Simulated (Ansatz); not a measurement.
Calculated with Ansatz (gas phase, PBE0-D4/def2-TZVP geometries, no zero-point term in ΔE). CCSD(T)/CBS adds triple-zeta CCSD(T) − MP2 to the extrapolated MP2 energy (def2 sets, frozen cores). DFT in def2-TZVPP. B3LYP here is the variant with VWN-RPA as its local correlation; programs differ in this. One conformer a species, not always the lowest.

Reaction (redistribution): `O[SiH2]PS` + `C[SiH](O)F` → `C[SiH](F)[SiH2]O` + `OPS`

CCSD(T)/CBS gives +149.2 kJ/mol.

(1) Another level gave +128.1 kJ/mol. Which?
A. CAM-B3LYP/def2-TZVPP
B. CCSD/def2-TZVPP
C. B3LYP/def2-TZVPP
D. PBE/def2-TZVPP

Largest T1 diagnostic among the species: 0.014.

## Answers

(1) D. PBE 128.1, CAM-B3LYP 141.1, CCSD/def2-TZVPP 150.5, B3LYP 136.2 kJ/mol.

From PBE to PBE0 (25 % exact exchange), in def2-TZVPP and without D4, ΔE moves by +10.1 kJ/mol. The D4 term adds +4.2 kJ/mol with B3LYP and +1.9 kJ/mol with PBE0; it sums over pairs of atoms, weighted by their polarisabilities, and B3LYP, whose exchange is more repulsive, gets the larger term. Leaving LDA and LC-ωPBE aside and taking each functional with its dispersion term where it has one, the values, not all of them listed here, spread over 20.3 kJ/mol, from PBE-D4 to PBE-QIDH. LDA lies +8.9 kJ/mol from PBE without D4.
